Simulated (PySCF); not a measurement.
B3LYP has the VWN-RPA correlation part, as in Gaussian. Delta-SCF ions had no search for a lower state. Excitations are Tamm–Dancoff values on a coarser integration grid. The basis has no diffuse functions, so Rydberg states are missing or too high.

Cartesian coordinates (Å):
```xyz
8

B      2.3629     0.0859     0.0513
B      0.9693    -0.3767    -0.3076
O     -0.2440    -0.7544    -0.6083
C     -1.4214     0.0322    -0.3290
H      3.4679     0.3790     0.2988
H     -2.0760    -0.5641     0.3041
H     -1.1428     0.9604     0.1695
H     -1.9158     0.2375    -1.2768
```
Charge 0, spin multiplicity 1.

Question: Estimate the vertical ionisation energy (Delta-SCF), brightest of the four lowest singlets (TDA) and dipole moment that B3LYP-D3(BJ)/def2-TZVP run with PySCF returns for this input.

Answer: 
| Quantity | Value |
|---|---|
| vertical ionisation energy (Delta-SCF) | 7.21 eV |
| brightest of the four lowest singlets (TDA) | 5.31 eV |
| dipole moment | 2.72 D |
